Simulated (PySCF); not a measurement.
## ²⁹Si chemical shifts

All values are calculated (PySCF): GFN2-xTB structure, shielding tensors at PBE0/pcSseg-1 (GIAO). Averaged over atoms made equivalent by symmetry, fast rotation or ring inversion, in vacuum, relativity neglected, one computed conformer.

Shieldings were converted by a linear fit to measured shifts: ²⁹Si (scatter 8.9 ppm rms, 25.8 ppm with the 6 outliers that the fit left out vs TMS, solution or neat liquid). Occasional misses reach two or three times the rms, and more in compound classes unlike the fitted ones.

Give the ²⁹Si shifts of `CC(=S)O[SiH2]CC[SiH3]`, `CC[SiH2]C#C[SiH2]C(=O)OC`, `C=C(C)S[SiH](F)F`, `C=C(C)[Si@H]1[SiH2]OC=C1OC`, `CC(C)[C@H]([SiH2]P)[SiH2]C=O`, `[SiH3][C@@H](O[SiH2]S)C1CC1`, `C=N/C([SiH2]F)=C(\[SiH3])C#N`, `CC(=O)N[Si@](C)(N)[SiH3]`.

## Answers


| compound | environment | δ (ppm) |
| --- | --- | --- |
| [CH3:1][C:2](=[S:3])[O:4][SiH2:5][CH2:6][CH2:7][SiH3:8] | Si5: silicon bonded to C, O, 2 H | -23.1 |
| [CH3:1][C:2](=[S:3])[O:4][SiH2:5][CH2:6][CH2:7][SiH3:8] | Si8: silicon bonded to C, 3 H | -66.4 |
| [CH3:1][CH2:2][SiH2:3][C:4]#[C:5][SiH2:6][C:7](=[O:8])[O:9][CH3:10] | Si3: silicon bonded to 2 C, 2 H | -58.5 |
| [CH3:1][CH2:2][SiH2:3][C:4]#[C:5][SiH2:6][C:7](=[O:8])[O:9][CH3:10] | Si6: silicon bonded to 2 C, 2 H | -75.1 |
| C=C(C)S[SiH](F)F | silicon bonded to 2 F, S, H | -17.8 |
| [CH2:1]=[C:2]([CH3:3])[Si@H:4]1[SiH2:5][O:6][CH:7]=[C:8]1[O:9][CH3:10] | Si5: silicon bonded to O, Si, 2 H, in a 5-membered ring | -24.4 |
| [CH2:1]=[C:2]([CH3:3])[Si@H:4]1[SiH2:5][O:6][CH:7]=[C:8]1[O:9][CH3:10] | Si4: silicon bonded to 2 C, Si, H, in a 5-membered ring | -43.3 |
| [CH3:1][CH:2]([CH3:3])[C@H:4]([SiH2:5][PH2:6])[SiH2:7][CH:8]=[O:9] | Si5: silicon bonded to C, P, 2 H | -38.7 |
| [CH3:1][CH:2]([CH3:3])[C@H:4]([SiH2:5][PH2:6])[SiH2:7][CH:8]=[O:9] | Si7: silicon bonded to 2 C, 2 H | -55.0 |
| [SiH3:1][C@@H:2]([O:3][SiH2:4][SH:5])[CH:6]1[CH2:7][CH2:8]1 | Si4: silicon bonded to O, S, 2 H | -17.9 |
| [SiH3:1][C@@H:2]([O:3][SiH2:4][SH:5])[CH:6]1[CH2:7][CH2:8]1 | Si1: silicon bonded to C, 3 H | -61.9 |
| [CH2:1]=[N:2]/[C:3]([SiH2:4][F:5])=[C:6](\[SiH3:7])[C:8]#[N:9] | Si4: silicon bonded to C, F, 2 H | -21.0 |
| [CH2:1]=[N:2]/[C:3]([SiH2:4][F:5])=[C:6](\[SiH3:7])[C:8]#[N:9] | Si7: silicon bonded to C, 3 H | -71.0 |
| [CH3:1][C:2](=[O:3])[NH:4][Si@:5]([CH3:6])([NH2:7])[SiH3:8] | Si5: silicon bonded to C, 2 N, Si | -11.8 |
| [CH3:1][C:2](=[O:3])[NH:4][Si@:5]([CH3:6])([NH2:7])[SiH3:8] | Si8: silicon bonded to Si, 3 H | -113.5 |
